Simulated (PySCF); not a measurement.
silanone (H$_{2}$OSi), singlet, at a GFN2-xTB geometry; SVWN5/pcseg-1 (PySCF).

The PySCF input:
```python
from pyscf import gto, scf, dft

mol = gto.M(
    atom='''
Si    0.066853   -0.426757    0.002742
O    -0.165911    1.059089   -0.006804
H    -0.984656   -1.434017   -0.000317
H     1.375997   -1.064103    0.016367
''',
    basis='pcseg-1',
    charge=0,
    spin=0,
    verbose=4,
    symmetry=True,
)

mf = dft.RKS(mol)
mf.xc = 'lda,vwn'
mf.irrep_nelec = {'A1': 14, 'A2': 2, 'B1': 2, 'B2': 6}
mf.kernel()
mf.analyze()
```

What the program printed (banner, timings and long lists left out):

```
PySCF version 2.14.0

[INPUT] verbose = 4
[INPUT] num. atoms = 4
[INPUT] num. electrons = 24
[INPUT] charge = 0
[INPUT] spin (= nelec alpha-beta = 2S) = 0
[INPUT] symmetry True subgroup None
[INPUT] Mole.unit = angstrom
[INPUT] Symbol           X                Y                Z      unit          X                Y                Z       unit  Magmom
[INPUT]  1 Si     0.066853000000  -0.426757000000   0.002742000000 AA    0.126333860606  -0.806453851741   0.005181629034 Bohr   0.0
[INPUT]  2 O     -0.165911000000   1.059089000000  -0.006804000000 AA   -0.313526351053   2.001388151539  -0.012857696552 Bohr   0.0
[INPUT]  3 H     -0.984656000000  -1.434017000000  -0.000317000000 AA   -1.860730166910  -2.709899387970  -0.000599043181 Bohr   0.0
[INPUT]  4 H      1.375997000000  -1.064103000000   0.016367000000 AA    2.600257478223  -2.010863238328   0.030929147481 Bohr   0.0

nuclear repulsion = 53.03061227696
point group symmetry = C2v
symmetry origin: [-3.93692943e-07 -4.72431531e-07  4.72431531e-07]
symmetry axis x: [-0.00788047  0.00518983  0.99995548]
symmetry axis y: [0.98792011 0.15480668 0.00698216]
symmetry axis z: [ 0.15476355 -0.98793115  0.00634709]
num. orbitals of irrep A1 = 20
num. orbitals of irrep A2 = 3
num. orbitals of irrep B1 = 8
num. orbitals of irrep B2 = 11
number of shells = 10
number of NR pGTOs = 83
number of NR cGTOs = 42
basis = pcseg-1
ecp = {}

******** <class 'pyscf.dft.rks_symm.SymAdaptedRKS'> ********
method = SymAdaptedRKS
initial guess = minao
damping factor = 0
level_shift factor = 0
DIIS = <class 'pyscf.scf.diis.CDIIS'>
diis_start_cycle = 1
diis_space = 8
diis_damp = 0
SCF conv_tol = 1e-09
SCF conv_tol_grad = None
SCF max_cycles = 50
direct_scf = True
direct_scf_tol = 1e-13
XC library pyscf.dft.libxc version 7.1.2
    S. Lehtola, C. Steigemann, M. J. T. Oliveira, and M. A. L. Marques,  SoftwareX 7, 1–5 (2018)
XC functionals = lda,vwn
    P. A. M. Dirac,  Math. Proc. Cambridge Philos. Soc. 26, 376 (1930)
    F. Bloch,  Z. Phys. 57, 545 (1929)
    S. H. Vosko, L. Wilk, and M. Nusair,  Can. J. Phys. 58, 1200 (1980)
radial grids:
    Treutler-Ahlrichs [JCP 102, 346 (1995); DOI:10.1063/1.469408] (M4) radial grids

becke partition: Becke, JCP 88, 2547 (1988); DOI:10.1063/1.454033
pruning grids: <function nwchem_prune>
grids dens level: 3
symmetrized grids: True
atomic radii adjust function: <function treutler_atomic_radii_adjust>
small_rho_cutoff = 0
Freeze 24 electrons in irreps ['A1', 'A2', 'B1', 'B2']
    0 free electrons in irreps
Set gradient conv threshold to 3.16228e-05
Initial guess from minao.
tot grids = 52880
init E= -364.216168195288
HOMO (A2) = 0.476283088621546  LUMO (B1) = -0.433412774565078  gap/eV = -24.75409

WARN: A1 LUMO -0.055166467868085 < system HOMO 0.476283088621546

WARN: A2 HOMO 0.476283088621546 > system LUMO -0.433412774565078

WARN: B1 LUMO -0.433412774565078 < system HOMO 0.476283088621546

WARN: B2 HOMO -0.338772463610502 > system LUMO -0.433412774565078

WARN: B2 LUMO 0.0537882743164237 < system HOMO 0.476283088621546

cycle= 1 E= -362.177701880936  delta_E= 2.04  |g|= 0.521  |ddm|= 2.98
HOMO (A2) = 0.699783836087085  LUMO (B1) = -0.710045851138861  gap/eV = -38.36342

WARN: A1 HOMO -0.235323917814711 > system LUMO -0.710045851138861

WARN: A1 LUMO -0.00313112863311416 < system HOMO 0.699783836087085

WARN: A2 HOMO 0.699783836087085 > system LUMO -0.710045851138861

WARN: B1 LUMO -0.710045851138861 < system HOMO 0.699783836087085

WARN: B2 HOMO -0.126784935479737 > system LUMO -0.710045851138861

WARN: B2 LUMO 0.0961013966000919 < system HOMO 0.699783836087085

cycle= 2 E= -362.19512765053  delta_E= -0.0174  |g|= 0.503  |ddm|= 1.22
HOMO (A2) = 0.641889370932133  LUMO (B1) = -0.585200206694163  gap/eV = -33.39081

WARN: A1 HOMO -0.299103837966437 > system LUMO -0.585200206694163

WARN: A1 LUMO -0.00970512884548569 < system HOMO 0.641889370932133

WARN: A2 HOMO 0.641889370932133 > system LUMO -0.585200206694163

WARN: B1 LUMO -0.585200206694163 < system HOMO 0.641889370932133

WARN: B2 HOMO -0.186482998930595 > system LUMO -0.585200206694163

WARN: B2 LUMO 0.0878951211897503 < system HOMO 0.641889370932133

cycle= 3 E= -362.260693163157  delta_E= -0.0656  |g|= 0.0481  |ddm|= 0.558
HOMO (A2) = 0.62206435377303  LUMO (B1) = -0.60195268063469  gap/eV = -33.30720

WARN: A1 HOMO -0.31127445505586 > system LUMO -0.60195268063469

WARN: A1 LUMO -0.0176387280054278 < system HOMO 0.62206435377303

WARN: A2 HOMO 0.62206435377303 > system LUMO -0.60195268063469

WARN: B1 LUMO -0.60195268063469 < system HOMO 0.62206435377303

WARN: B2 HOMO -0.196593313288669 > system LUMO -0.60195268063469

WARN: B2 LUMO 0.0820190546260773 < system HOMO 0.62206435377303

cycle= 4 E= -362.261321221874  delta_E= -0.000628  |g|= 0.0175  |ddm|= 0.104
HOMO (A2) = 0.627479582361676  LUMO (B1) = -0.596984083798742  gap/eV = -33.31935

WARN: A1 HOMO -0.30828588537935 > system LUMO -0.596984083798742

WARN: A1 LUMO -0.0151935081522394 < system HOMO 0.627479582361676

WARN: A2 HOMO 0.627479582361676 > system LUMO -0.596984083798742

WARN: B1 LUMO -0.596984083798742 < system HOMO 0.627479582361676

WARN: B2 HOMO -0.194724581285037 > system LUMO -0.596984083798742

WARN: B2 LUMO 0.0835191274498848 < system HOMO 0.627479582361676

cycle= 5 E= -362.261434793186  delta_E= -0.000114  |g|= 0.00158  |ddm|= 0.0338
HOMO (A2) = 0.627665650560718  LUMO (B1) = -0.596907430866696  gap/eV = -33.32233

WARN: A1 HOMO -0.307800028733338 > system LUMO -0.596907430866696

WARN: A1 LUMO -0.015060137378776 < system HOMO 0.627665650560718

WARN: A2 HOMO 0.627665650560718 > system LUMO -0.596907430866696

WARN: B1 LUMO -0.596907430866696 < system HOMO 0.627665650560718

WARN: B2 HOMO -0.194162843330217 > system LUMO -0.596907430866696

WARN: B2 LUMO 0.0836778128904228 < system HOMO 0.627665650560718

cycle= 6 E= -362.261435804079  delta_E= -1.01e-06  |g|= 0.000415  |ddm|= 0.00338
HOMO (A2) = 0.62764726076923  LUMO (B1) = -0.59690215215466  gap/eV = -33.32169

WARN: A1 HOMO -0.307901392921192 > system LUMO -0.59690215215466

WARN: A1 LUMO -0.0150775180436238 < system HOMO 0.62764726076923

WARN: A2 HOMO 0.62764726076923 > system LUMO -0.59690215215466

WARN: B1 LUMO -0.59690215215466 < system HOMO 0.62764726076923

WARN: B2 HOMO -0.194257196788786 > system LUMO -0.59690215215466

WARN: B2 LUMO 0.0836558303523103 < system HOMO 0.62764726076923

cycle= 7 E= -362.261435884894  delta_E= -8.08e-08  |g|= 2.58e-05  |ddm|= 0.000769
HOMO (A2) = 0.627640548802341  LUMO (B1) = -0.596911835982122  gap/eV = -33.32177

WARN: A1 HOMO -0.307904028280939 > system LUMO -0.596911835982122

WARN: A1 LUMO -0.0150817402382653 < system HOMO 0.627640548802341

WARN: A2 HOMO 0.627640548802341 > system LUMO -0.596911835982122

WARN: B1 LUMO -0.596911835982122 < system HOMO 0.627640548802341

WARN: B2 HOMO -0.194262050597749 > system LUMO -0.596911835982122

WARN: B2 LUMO 0.0836513688983502 < system HOMO 0.627640548802341

cycle= 8 E= -362.26143588518  delta_E= -2.86e-10  |g|= 2.99e-06  |ddm|= 5.13e-05
HOMO (A2) = 0.627638836393665  LUMO (B1) = -0.596913041234705  gap/eV = -33.32175

WARN: A1 HOMO -0.30790528330802 > system LUMO -0.596913041234705

WARN: A1 LUMO -0.0150824813259907 < system HOMO 0.627638836393665

WARN: A2 HOMO 0.627638836393665 > system LUMO -0.596913041234705

WARN: B1 LUMO -0.596913041234705 < system HOMO 0.627638836393665

WARN: B2 HOMO -0.194262793411279 > system LUMO -0.596913041234705

WARN: B2 LUMO 0.0836508270013319 < system HOMO 0.627638836393665

Extra cycle  E= -362.261435885183  delta_E= -2.39e-12  |g|= 1.97e-06  |ddm|= 9.2e-06
converged SCF energy = -362.261435885183
**** SCF Summaries ****
Total Energy =                        -362.261435885182664
Nuclear Repulsion Energy =              53.030612276960035
One-electron Energy =                 -609.303106890229856
Two-electron Energy =                  194.011058728087136
Two-electron Coulomb Energy =          222.484421795803655
DFT Exchange-Correlation Energy =      -28.473363067716519
HOMO-LUMO gap [eV] =                   -33.321753843661376
Wave-function symmetry = A1
occupancy for each irrep:     A1   A2   B1   B2
                               7    1    1    3
**** MO energy ****
MO #1 (A1 #1), energy= -65.0072747986235 occ= 2
MO #2 (A1 #2), energy= -18.9581984813878 occ= 2
MO #3 (A1 #3), energy= -4.88310056809093 occ= 2
MO #4 (A1 #4), energy= -3.3460328113741 occ= 2
MO #5 (B1 #1), energy= -3.32658121994247 occ= 2
MO #6 (B2 #1), energy= -3.31439151868939 occ= 2
MO #7 (A1 #5), energy= -1.13076956030453 occ= 2
MO #8 (A1 #6), energy= -0.591870219229831 occ= 2
MO #9 (B2 #2), energy= -0.525275714775109 occ= 2
MO #10 (A1 #7), energy= -0.30790528330802 occ= 2
MO #11 (B2 #3), energy= -0.194262793411279 occ= 2
MO #12 (A2 #1), energy= 0.627638836393665 occ= 2
MO #13 (B1 #2), energy= -0.596913041234705 occ= 0
MO #14 (B1 #3), energy= -0.0480835177774259 occ= 0
MO #15 (A1 #8), energy= -0.0150824813259907 occ= 0
MO #16 (B2 #4), energy= 0.0836508270013319 occ= 0
MO #17 (A1 #9), energy= 0.0999176138451303 occ= 0
MO #18 (A1 #10), energy= 0.203116266609636 occ= 0
MO #19 (B1 #4), energy= 0.211840651675307 occ= 0
MO #20 (B2 #5), energy= 0.217820992445113 occ= 0
 ** Mulliken pop on meta-lowdin orthogonal AOs  **
 ** Mulliken pop  **
 ** Mulliken atomic charges  **
charge of    0Si =     -0.16667
charge of    1O =      0.35125
charge of    2H =     -0.09229
charge of    3H =     -0.09229
Dipole moment(X, Y, Z, Debye): -0.73232,  4.67473, -0.03003
```
